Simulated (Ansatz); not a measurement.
Calculated with Ansatz (gas phase, PBE0-D4/def2-TZVP geometries, no zero-point term in ΔE). CBS: MP2 limit from def2 TZ/QZ plus the TZ coupled-cluster correction, frozen cores. def2 core potentials past Kr. For In outer-core shells are correlated without core-valence functions, which leaves a few kJ/mol of doubt a bond. Each species was taken in one conformer, which may not be the lowest.

Consider the ligand exchange at the Si–C bond: `[SiH3]C1CCC1` + `[OH][In]([F])[SH]` → `[F][In]([SH])[O][SiH3]` + `C1CCC1`.

`[SiH3]C1CCC1`:

```xyz
15

Si   -1.175    0.842   -1.272
C    -0.338    0.579    0.382
C    -0.390   -0.885    0.895
C     1.039   -1.089    0.361
C     1.206    0.440    0.298
H    -2.652    0.710   -1.142
H    -0.862    2.194   -1.812
H    -0.701   -0.173   -2.254
H    -0.705    1.336    1.081
H    -0.427   -0.922    1.986
H    -1.172   -1.541    0.506
H     1.736   -1.647    0.987
H     1.035   -1.534   -0.636
H     1.690    0.835    1.194
H     1.716    0.856   -0.574
```

`[OH][In]([F])[SH]`:

Cartesian coordinates in Å:
```
O -0.875 -1.851 0.087
In -0.027 -0.082 0.011
F 1.634 -0.010 1.032
S -0.725 1.861 -1.100
H -0.357 -2.457 0.625
H 0.349 2.539 -0.655
```

`[F][In]([SH])[O][SiH3]`:

Cartesian coordinates in Å:
```
F -0.945 -1.291 -1.742
In 0.356 0.070 -1.262
S 1.724 1.032 -2.900
O 0.353 0.484 0.648
Si -0.473 -0.030 1.964
H 1.163 0.281 -3.865
H -0.250 -1.481 2.210
H -1.937 0.196 1.807
H 0.010 0.739 3.141
```

`C1CCC1`:

Cartesian coordinates in Å:
```
C -0.852 0.660 -0.095
C -0.515 -0.584 0.750
C 0.940 -0.469 0.257
C 0.427 0.394 -0.912
H -0.762 1.575 0.495
H -1.806 0.679 -0.624
H -1.000 -1.478 0.350
H -0.699 -0.541 1.825
H 1.547 0.120 0.948
H 1.477 -1.389 0.020
H 0.215 -0.218 -1.793
H 1.028 1.251 -1.221
```

```tsv
species	CCSD(T)/CBS(def2) energy (Eh)
`[SiH3]C1CCC1`	-447.27543
`[OH][In]([F])[SH]`	-763.84187
`[F][In]([SH])[O][SiH3]`	-1054.15995
`C1CCC1`	-156.99792
```

Work out ΔE.

ΔE = (-1054.15995) + (-156.99792) − (-447.27543) − (-763.84187) = -0.04057 Eh = -106.5 kJ/mol.

Largest T1 diagnostic among the species: 0.016.

The D4 term adds +7.0 kJ/mol with B3LYP and +3.8 kJ/mol with PBE0; it sums over pairs of atoms, weighted by their polarisabilities, and B3LYP, whose exchange is more repulsive, gets the larger term. In def2-TZVPP, CCSD(T) changes the Hartree–Fock value by +29.8 kJ/mol (the triples alone add +4.3 kJ/mol) and MP2 by +30.0 kJ/mol.

B3LYP here is the variant with VWN-RPA as its local correlation; programs differ in this.
